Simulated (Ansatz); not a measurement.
Consider the redistribution: `CN([SiH2]O)[SiH2]O` + `F[SiH]1[SiH2][Se]1` → `CN([SiH2]O)[SiH](O)F` + `[SiH2]1[SiH2][Se]1`.

Gas-phase electronic energies from Ansatz, PBE0-D4/def2-TZVP geometries. CCSD(T)/CBS is the MP2 limit (def2-TZVPP, def2-QZVPP) plus CCSD(T) − MP2 in def2-TZVPP, frozen cores. DFT in def2-TZVPP. B3LYP here is the variant with VWN-RPA as its local correlation; programs differ in this. For Se outer-core shells are correlated without core-valence functions, which leaves a few kJ/mol of doubt a bond. Scalar relativity is left out up to krypton. One conformer a species, not always the lowest.

Task: Is it downhill or uphill in electronic energy at CCSD(T)/CBS, and by how much? (An estimate is asked.)

Result: Computed: Downhill: ΔE = -0.45 eV.

Task: What do these levels give: PBE0-D4, B3LYP-D4, B2PLYP, MP2/def2-QZVPP, HF/CBS(def2), CCSD/CBS(def2)? (An estimate is asked.)

Result: Ansatz gave: PBE0-D4 -0.44, B3LYP-D4 -0.42, B2PLYP -0.43, MP2/def2-QZVPP -0.44, HF/CBS(def2) -0.49, CCSD/CBS(def2) -0.46 eV.

Largest T1 diagnostic among the species: 0.012.

From PBE to PBE0 (25 % exact exchange), in def2-TZVPP and without D4, ΔE moves by −0.05 eV.
